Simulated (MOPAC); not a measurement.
MOPAC input (AM1):

```
AM1 FORCE THERMO(298,298) PRECISE LET CHARGE=-1 GEO-OK AUX(PRECISION=9) THREADS=1
C3HO

C    -1.84728549 1   -0.11953191 1   -0.05256752 1
C    -0.63993374 1   -0.02035366 1   -0.01742914 1
C     0.75013167 1   -0.39867982 1    0.00452862 1
O     1.68492240 1    0.40949516 1    0.05925611 1
H    -2.89399242 1   -0.23580942 1   -0.08419973 1
```

Output:

```
 *******************************************************************************
 **                                                                           **
 **                              MOPAC v23.2.5                                **
 **                                                                           **
 *******************************************************************************
 ** MOPAC's Digital Object Identifier: https://doi.org/10.5281/zenodo.6511958 **
 **                                                                           **
 ** Please cite the open-source release paper for use of this MOPAC version:  **
 ** J. E. Moussa and J. J. P. Stewart (2026)                                  **
 ** MOPAC: An open-source semiempirical molecular orbital program             **
 ** J. Open Source Softw., 11(119), 8025, https://doi.org/10.21105/joss.08025 **
 *******************************************************************************

                              AM1 CALCULATION RESULTS

 *******************************************************************************
 *  AM1        - The AM1 Hamiltonian to be used
 *  GEO-OK     - OVERRIDE INTERATOMIC DISTANCE AND OTHER SAFETY CHECKS
 *
 *
 *
 *                 CHARGE ON SYSTEM = -1
 *
 *
 *
 *  LET        - OVERRIDE SOME SAFETY CHECKS
 *  PRECISE    - TIGHTER CRITERIA TO BE USED
 *  FORCE      - FORCE CALCULATION SPECIFIED
 *  AUX        - OUTPUT AUXILIARY INFORMATION
 *  THERMO     - THERMODYNAMIC QUANTITIES TO BE CALCULATED
 *******************************************************************************
AM1 FORCE THERMO(298,298) PRECISE LET CHARGE=-1 GEO-OK AUX(PRECISION=9) THREADS=1
 C3HO

   ATOM   CHEMICAL          X               Y               Z
  NUMBER   SYMBOL      (ANGSTROMS)     (ANGSTROMS)     (ANGSTROMS)

     1       C         -1.84728549  *  -0.11953191  *  -0.05256752  *
     2       C         -0.63993374  *  -0.02035366  *  -0.01742914  *
     3       C          0.75013167  *  -0.39867982  *   0.00452862  *
     4       O          1.68492240  *   0.40949516  *   0.05925611  *
     5       H         -2.89399242  *  -0.23580942  *  -0.08419973  *

          CARTESIAN COORDINATES

    NO.       ATOM           X           Y           Z

     1         C         -1.8473     -0.1195     -0.0526
     2         C         -0.6399     -0.0204     -0.0174
     3         C          0.7501     -0.3987      0.0045
     4         O          1.6849      0.4095      0.0593
     5         H         -2.8940     -0.2358     -0.0842

  H: (AM1): M.J.S. DEWAR ET AL, J. AM. CHEM. SOC. 107 3902-3909 (1985)
  C: (AM1): M.J.S. DEWAR ET AL, J. AM. CHEM. SOC. 107 3902-3909 (1985)
  O: (AM1): M.J.S. DEWAR ET AL, J. AM. CHEM. SOC. 107 3902-3909 (1985)

           Empirical Formula: C3 H O  =     5 atoms

      MOLECULAR POINT GROUP   :   Cs
[...]
 TRANSITION DIPOLE   1.0224         C 2 -- C 3          +8.2% ( 30.6%)      1.1%
 TRAVEL (Ang.)       0.3188         C 1 -- C 2          +6.0% ( 26.3%)      0.2%
 REDUCED MASS        0.9418         C 3 -- O 4          +2.9% ( 18.2%)      2.4%
 EFFECTIVE MASS      2.9249
 FORCE CONSTANT      0.2753

 VIBRATION          5    2A"         ATOM PAIR     ENERGY CONTRIBUTION    RADIAL
 FREQUENCY           848.01         C 1 -- H 5         +92.1% ( 95.9%)      0.0%
 TRANSITION DIPOLE   0.6681         C 1 -- C 2          +7.4% ( 27.3%)      0.0%
 TRAVEL (Ang.)       0.2674         C 2 -- C 3          +0.5% (  6.8%)      0.0%
 REDUCED MASS        1.1121
 EFFECTIVE MASS      2.7036
 FORCE CONSTANT      0.4712

 VIBRATION          6    4A'         ATOM PAIR     ENERGY CONTRIBUTION    RADIAL
 FREQUENCY           933.61         C 2 -- C 3         +45.5% (106.9%)     88.2%
 TRANSITION DIPOLE   0.1992         C 1 -- H 5         +24.0% ( 77.7%)     95.6%
 TRAVEL (Ang.)       0.1360         C 1 -- C 2         +17.1% ( 65.6%)     14.6%
 REDUCED MASS        3.9052         C 3 -- O 4         +13.3% ( 57.9%)      2.4%
 EFFECTIVE MASS     13.5686
 FORCE CONSTANT      2.0055

 VIBRATION          7    5A'         ATOM PAIR     ENERGY CONTRIBUTION    RADIAL
 FREQUENCY          2017.24         C 3 -- O 4         +71.8% ( 99.0%)    100.0%
 TRANSITION DIPOLE   6.2502         C 2 -- C 3         +25.7% ( 59.2%)     26.3%
 TRAVEL (Ang.)       0.0713         C 1 -- C 2          +2.0% ( 16.4%)     99.3%
 REDUCED MASS        6.5669         C 1 -- H 5          +0.6% (  9.0%)     98.5%
 EFFECTIVE MASS     13.5398
 FORCE CONSTANT     15.7445

 VIBRATION          8    6A'         ATOM PAIR     ENERGY CONTRIBUTION    RADIAL
 FREQUENCY          2225.38         C 1 -- C 2         +62.4% ( 99.1%)    100.0%
 TRANSITION DIPOLE   1.2877         C 2 -- C 3         +24.7% ( 62.3%)     86.2%
 TRAVEL (Ang.)       0.0752         C 1 -- H 5         +11.8% ( 43.1%)     99.8%
 REDUCED MASS        5.3646         C 3 -- O 4          +1.1% ( 13.3%)     99.1%
 EFFECTIVE MASS     11.8114
 FORCE CONSTANT     15.6528

 VIBRATION          9    7A'         ATOM PAIR     ENERGY CONTRIBUTION    RADIAL
 FREQUENCY          3490.12         C 1 -- H 5         +96.3% ( 99.7%)    100.0%
 TRANSITION DIPOLE   0.8129         C 1 -- C 2          +3.6% ( 19.3%)    100.0%
 TRAVEL (Ang.)       0.1435
 REDUCED MASS        0.9378
 EFFECTIVE MASS      1.7935
 FORCE CONSTANT      6.7304

      SYMMETRY NUMBER FOR POINT-GROUP Cs  =  1

          SYSTEM IS A GROUND STATE

 C3HO

          MOLECULE IS NOT LINEAR

          THERE ARE  9 GENUINE VIBRATIONS IN THIS SYSTEM
          THIS THERMODYNAMICS CALCULATION IS LIMITED TO
          MOLECULES WHICH HAVE NO INTERNAL ROTATIONS

                    CALCULATED THERMODYNAMIC PROPERTIES
                                          *
   TEMP. (K)   PARTITION FUNCTION   H.O.F.    ENTHALPY  HEAT CAPACITY ENTROPY
                                   KCAL/MOL   CAL/MOLE    CAL/K/MOL  CAL/K/MOL

 298.00  VIB.     0.2178D+01                   816.5013     6.2707     4.2863
         ROT.     0.1598D+05                   888.2803     2.9808    22.2150
         INT.     0.3479D+05                  1704.7816     9.2515    26.5014
         TRA.     0.3735D+27                  1480.4672     4.9680    37.8256
         TOT.                       33.009    3185.2487    14.2195    64.3269

   *: NOTE: HEATS OF FORMATION ARE RELATIVE TO THE
            ELEMENTS IN THEIR STANDARD STATE AT 298K
              (=  Standard Enthalpy of Formation).

            Hvib:  Zero-point energy is not included.
                   frequencies of less than zero cm-1 are not included.
            Hrot = (3/2)RT
            Htra = (3/2)RT + pV = (5/2)RT

            Heat capacity is Cp, not Cv

          For more information, see: HTTP://OpenMOPAC.net/Manual/thermochemistry.html

           FORCE CONSTANT IN CARTESIAN COORDINATES (Millidynes/A)

    ATOM   CHEMICAL       X               Y               Z
   NUMBER   SYMBOL  FORCE CONSTANT  FORCE CONSTANT  FORCE CONSTANT

      1       C       23.134233        0.825703        1.131610
      2       C       21.666460        1.708211        0.545635
      3       C       13.848998        7.252116        0.003393
      4       O       11.811184        5.688291        0.028694
      5       H        6.612045        0.241043        0.325631

 **********************
 *                    *
 * JOB ENDED NORMALLY *
 *                    *
 **********************

 == MOPAC DONE ==
```

The dipole moment of an ion depends on the origin.
